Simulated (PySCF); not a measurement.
Input for PySCF: R-HF/STO-3G on AlH3OSe (SMILES [OH][AlH][SeH]), a point of a torsion scan.

```python
from pyscf import gto, scf, dft, mp
from pyscf.data.elements import chemcore

mol = gto.M(
    atom='''
    O    -1.59444058   -0.31520849    0.02223219
    Al   -0.05229041    0.11122124    0.35999795
    Se    0.96538657   -0.44757357    2.35829599
    H    -2.48193242   -0.56323447   -0.19872783
    H     0.72185254    0.89944189   -0.67988332
    H     2.19904739    0.19715140    1.98475397
    ''',
    basis='sto-3g',
    charge=0, spin=0, verbose=3, max_memory=1800)
mf = scf.RHF(mol)
mf.conv_tol = 1e-8
mf.max_cycle = 100
mf.kernel()
if not mf.converged:
    mf = mf.newton().run(mf.mo_coeff, mf.mo_occ)
```

It printed:

```
converged SCF energy = -2688.2092959902
```

Self-consistency was reached.

Cost: very roughly 0.3 core-seconds.
